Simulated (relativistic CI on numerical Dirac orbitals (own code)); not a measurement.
# Pt⁷⁶⁺: computed level list

Calculated at this level of theory: Dirac-Coulomb-Breit CI, KLI orbitals optimised for each configuration, model QED, unscaled Slater integrals (own radial code, finite nucleus).

Configuration list: 1s2, 1s 2s, 1s 2p, 1s 3s, 1s 3p, 1s 3d, 1s 4s, 1s 4p, 1s 4d, 1s 4f, 1s 5s, 1s 5p, 1s 5d, 1s 5f, 1s 5g, 1s 6s, 1s 6p, 1s 6d, 2s2. Levels of other configurations are missing.

| No. | Configuration | Term | J | E (10³ cm⁻¹) | % | Next component (%) | Lifetime (s) | jj configuration (%) |
| --- | --- | --- | --- | --- | --- | --- | --- | --- |
| 1 | 1s2 | 1S | 0 | 0 | 100 |  |  | closed (100) |
| 2 | 1s 2s | 3S | 1 | 533980 | 100 |  | 5.28e-14 | 1s 2s (100) |
| 3 | 1s 2p | 3P° | 1 | 534977 | 67 | 33 1P° | 6.60e-17 | 1s 2p1/2 (100) |
| 4 | 1s 2s | 1S | 0 | 535359 | 100 |  |  | 1s 2s (100) |
| 5 | 1s 2p | 3P° | 0 | 535390 | 100 |  |  | 1s 2p1/2 (100) |
| 6 | 1s 2p | 3P° | 2 | 551139 | 100 |  | 1.51e-14 | 1s 2p3/2 (100) |
| 7 | 1s 2p | 1P° | 1 | 551569 | 67 | 33 3P° | 3.64e-17 | 1s 2p3/2 (100) |
| 8 | 1s 3s | 3S | 1 | 637986 | 100 |  | 2.33e-15 | 1s 3s (100) |
| 9 | 1s 3p | 3P° | 1 | 638250 | 67 | 33 1P° | 2.15e-16 | 1s 3p1/2 (100) |
| 10 | 1s 3s | 1S | 0 | 638353 | 100 |  | 2.43e-15 | 1s 3s (100) |
| 11 | 1s 3p | 3P° | 0 | 638357 | 100 |  | 9.94e-16 | 1s 3p1/2 (100) |
| 12 | 1s 3p | 3P° | 2 | 643064 | 100 |  | 1.44e-15 | 1s 3p3/2 (100) |
| 13 | 1s 3d | 3D | 2 | 643142 | 60 | 40 1D | 3.78e-16 | 1s 3d3/2 (100) |
| 14 | 1s 3d | 3D | 1 | 643182 | 100 |  | 3.92e-16 | 1s 3d3/2 (100) |
| 15 | 1s 3p | 1P° | 1 | 643194 | 67 | 33 3P° | 1.18e-16 | 1s 3p3/2 (100) |
| 16 | 1s 3d | 3D | 3 | 644490 | 100 |  | 4.41e-16 | 1s 3d5/2 (100) |
| 17 | 1s 3d | 1D | 2 | 644518 | 60 | 40 3D | 4.22e-16 | 1s 3d5/2 (100) |
| 18 | 1s 4s | 3S | 1 | 673567 | 100 |  | 3.54e-15 | 1s 4s (100) |
| 19 | 1s 4p | 3P° | 1 | 673672 | 67 | 33 1P° | 5.04e-16 | 1s 4p1/2 (100) |
| 20 | 1s 4s | 1S | 0 | 673715 | 100 |  | 3.62e-15 | 1s 4s (100) |
| 21 | 1s 4p | 3P° | 0 | 673715 | 100 |  | 1.73e-15 | 1s 4p1/2 (100) |
| 22 | 1s 4p | 3P° | 2 | 675687 | 100 |  | 2.36e-15 | 1s 4p3/2 (100) |
| 23 | 1s 4d | 3D | 2 | 675720 | 60 | 40 1D | 8.58e-16 | 1s 4d3/2 (100) |
| 24 | 1s 4d | 3D | 1 | 675737 | 100 |  | 8.97e-16 | 1s 4d3/2 (100) |
| 25 | 1s 4p | 1P° | 1 | 675742 | 67 | 33 3P° | 2.75e-16 | 1s 4p3/2 (100) |
| 26 | 1s 4d | 3D | 3 | 676292 | 100 |  | 1.02e-15 | 1s 4d5/2 (100) |
| 27 | 1s 4f | 3F° | 3 | 676294 | 57 | 43 1F° | 1.94e-15 | 1s 4f5/2 (100) |
| 28 | 1s 4f | 3F° | 2 | 676301 | 100 |  | 1.94e-15 | 1s 4f5/2 (100) |
| 29 | 1s 4d | 1D | 2 | 676304 | 60 | 40 3D | 9.61e-16 | 1s 4d5/2 (100) |
| 30 | 1s 4f | 3F° | 4 | 676569 | 100 |  | 2.01e-15 | 1s 4f7/2 (100) |

Energies count from the lowest computed level; ° marks odd parity; lifetimes are radiative, by E1, M1, E2, M2 decay to levels of this space only; some are left blank where a channel outside the calculation adds to the decay or the decay crosses a small, uncertain gap. Filled j subshells are mostly left out of the jj labels.

The mean weight of the leading LS term, summed over parents, in these 30 levels is 87 %, and that of the leading jj configuration (from the same eigenvectors) 100 %, so jj coupling describes them better and the LS labels are nominal.

At this charge energies of transitions that change n are usually good to better than 1 %, and those within a shell (Δn = 0) to a few per cent.

LS names give the leading component of a level, which can be under half, so a name can repeat, a term be missing and a line seem to break the LS rules.
